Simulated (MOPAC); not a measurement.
Job for MOPAC: AM1 on dimethyl selenide (SMILES C[Se]C), a point of a torsion scan.

```
AM1 1SCF PRECISE CHARGE=0 THREADS=1
C2H6Se

C      1.45865663 1    -0.07892442 1     0.06373667 1
Se     0.18492632 1     0.35713722 1    -1.35370469 1
C     -1.29872644 1    -0.72780014 1    -0.69217019 1
H      1.90719015 1    -1.05020352 1    -0.13140386 1
H      2.23086759 1     0.68556325 1     0.05761737 1
H      0.93735699 1    -0.07399444 1     1.01685304 1
H     -0.98851018 1    -1.76876188 1    -0.64084780 1
H     -2.12239510 1    -0.61906884 1    -1.39181131 1
H     -1.59351171 1    -0.36656154 1     0.29024724 1
```

It printed:

```
*******************************************************************************
 **                                                                           **
 **                              MOPAC v23.2.5                                **
 **                                                                           **
 *******************************************************************************
 ** MOPAC's Digital Object Identifier: https://doi.org/10.5281/zenodo.6511958 **
 **                                                                           **
 ** Please cite the open-source release paper for use of this MOPAC version:  **
 ** J. E. Moussa and J. J. P. Stewart (2026)                                  **
 ** MOPAC: An open-source semiempirical molecular orbital program             **
 ** J. Open Source Softw., 11(119), 8025, https://doi.org/10.21105/joss.08025 **
 *******************************************************************************

                              AM1 CALCULATION RESULTS

 *******************************************************************************
 *  AM1        - The AM1 Hamiltonian to be used
 *
 *
 *
 *                 CHARGE ON SYSTEM = 0
 *
 *
 *
 *  PRECISE    - TIGHTER CRITERIA TO BE USED
 *  1SCF       - DO 1 SCF AND THEN STOP
 *  THREADS=1  - MULTI-THREADING NOT USED
 *  T=         - A TIME OF 172800.0 SECONDS REQUESTED
 *  DUMP=N     - RESTART FILE WRITTEN EVERY 7200.0 SECONDS REQUESTED
 *******************************************************************************
AM1 1SCF PRECISE CHARGE=0 THREADS=1
 C2H6Se

   ATOM   CHEMICAL          X               Y               Z
  NUMBER   SYMBOL      (ANGSTROMS)     (ANGSTROMS)     (ANGSTROMS)

     1       C          1.45865663  *  -0.07892442  *   0.06373667  *
     2      Se          0.18492632  *   0.35713722  *  -1.35370469  *
     3       C         -1.29872644  *  -0.72780014  *  -0.69217019  *
     4       H          1.90719015  *  -1.05020352  *  -0.13140386  *
     5       H          2.23086759  *   0.68556325  *   0.05761737  *
     6       H          0.93735699  *  -0.07399444  *   1.01685304  *
     7       H         -0.98851018  *  -1.76876188  *  -0.64084780  *
     8       H         -2.12239510  *  -0.61906884  *  -1.39181131  *
     9       H         -1.59351171  *  -0.36656154  *   0.29024724  *



          CARTESIAN COORDINATES

    NO.       ATOM           X           Y           Z

     1         C          1.4587     -0.0789      0.0637
     2        Se          0.1849      0.3571     -1.3537
     3         C         -1.2987     -0.7278     -0.6922
     4         H          1.9072     -1.0502     -0.1314
     5         H          2.2309      0.6856      0.0576
     6         H          0.9374     -0.0740      1.0169
     7         H         -0.9885     -1.7688     -0.6408
     8         H         -2.1224     -0.6191     -1.3918
     9         H         -1.5935     -0.3666      0.2902

  H: (AM1): M.J.S. DEWAR ET AL, J. AM. CHEM. SOC. 107 3902-3909 (1985)
  C: (AM1): M.J.S. DEWAR ET AL, J. AM. CHEM. SOC. 107 3902-3909 (1985)
 Se: (AM1): J. J. P. STEWART, J. MOL. MOD., 10, 155-164 (2004)

           Empirical Formula: C2 H6 Se  =     9 atoms



      MOLECULAR POINT GROUP   :   C1


      RHF CALCULATION, NO. OF DOUBLY OCCUPIED LEVELS = 10


 -------------------------------------------------------------------------------
 AM1 1SCF PRECISE CHARGE=0 THREADS=1
 C2H6Se



     1SCF WAS SPECIFIED, SO BFGS WAS NOT USED
     SCF FIELD WAS ACHIEVED


                              AM1 CALCULATION
                                                       MOPAC v23.2.5 Linux




          FINAL HEAT OF FORMATION =          7.35459 KCAL/MOL =      30.77162 KJ/MOL


          COSMO AREA              =        106.88 SQUARE ANGSTROMS
          COSMO VOLUME            =         93.19 CUBIC ANGSTROMS

          IONIZATION POTENTIAL    =          7.483230 EV
          HOMO LUMO ENERGIES (EV) =         -7.483  0.190
          NO. OF FILLED LEVELS    =         10
          MOLECULAR WEIGHT        =        109.0294         POINT GROUP:  C1

          MOLECULAR DIMENSIONS (Angstroms)

            Atom       Atom       Distance
            H     8    H     5     4.77009
            H     6   Se     2     2.17022
            H     4    H     9     1.98305


          SCF CALCULATIONS        =          1





   ATOM   CHEMICAL          X               Y               Z
  NUMBER   SYMBOL      (ANGSTROMS)     (ANGSTROMS)     (ANGSTROMS)

     1       C          1.45865663  *  -0.07892442  *   0.06373667  *
     2      Se          0.18492632  *   0.35713722  *  -1.35370469  *
     3       C         -1.29872644  *  -0.72780014  *  -0.69217019  *
     4       H          1.90719015  *  -1.05020352  *  -0.13140386  *
     5       H          2.23086759  *   0.68556325  *   0.05761737  *
     6       H          0.93735699  *  -0.07399444  *   1.01685304  *
     7       H         -0.98851018  *  -1.76876188  *  -0.64084780  *
     8       H         -2.12239510  *  -0.61906884  *  -1.39181131  *
     9       H         -1.59351171  *  -0.36656154  *   0.29024724  *

                             CARTESIAN COORDINATES

   1    C        1.458656630    -0.078924420     0.063736670
   2   Se        0.184926320     0.357137220    -1.353704690
   3    C       -1.298726440    -0.727800140    -0.692170190
   4    H        1.907190150    -1.050203520    -0.131403860
   5    H        2.230867590     0.685563250     0.057617370
   6    H        0.937356990    -0.073994440     1.016853040
   7    H       -0.988510180    -1.768761880    -0.640847800
   8    H       -2.122395100    -0.619068840    -1.391811310
   9    H       -1.593511710    -0.366561540     0.290247240


           Empirical Formula: C2 H6 Se  =     9 atoms



      MOLECULAR POINT GROUP   :   C1


                  EIGENVALUES
 -29.66455 -28.24784 -18.73025 -14.45798 -14.33746 -13.92882 -13.75102 -11.71533
 -10.53032  -7.48323   0.18984   0.71543   4.31220   4.36721   4.37988   4.39369
   4.81974   4.87056


              NET ATOMIC CHARGES AND DIPOLE CONTRIBUTIONS

  ATOM NO.   TYPE          CHARGE      No. of ELECS.   s-Pop       p-Pop
    1          C          -0.312017        4.3120     1.26374     3.04828
    2         Se           0.079180        5.9208     1.95525     3.96557
    3          C          -0.312154        4.3122     1.26374     3.04841
    4          H           0.088851        0.9111     0.91115
    5          H           0.095952        0.9040     0.90405
    6          H           0.087668        0.9123     0.91233
    7          H           0.087834        0.9122     0.91217
    8          H           0.097344        0.9027     0.90266
    9          H           0.087341        0.9127     0.91266
 DIPOLE           X         Y         Z       TOTAL
 POINT-CHG.    -0.010    -0.008     0.027     0.029
 HYBRID        -0.097    -0.679     0.936     1.160
 SUM           -0.107    -0.686     0.962     1.187


          ATOMIC ORBITAL ELECTRON POPULATIONS

     Atom    s        px        py        pz
    1  C   1.26374   1.01014   1.03898   0.99915
    2 Se   1.95525   1.07132   1.59844   1.29581
    3  C   1.26374   1.00040   1.01585   1.03216
    4  H   0.91115
    5  H   0.90405
    6  H   0.91233
    7  H   0.91217
    8  H   0.90266
    9  H   0.91266

 **********************
 *                    *
 * JOB ENDED NORMALLY *
 *                    *
 **********************




 == MOPAC DONE ==
```

The run finished.

Cost: about 0.03 core-seconds (a rough figure).
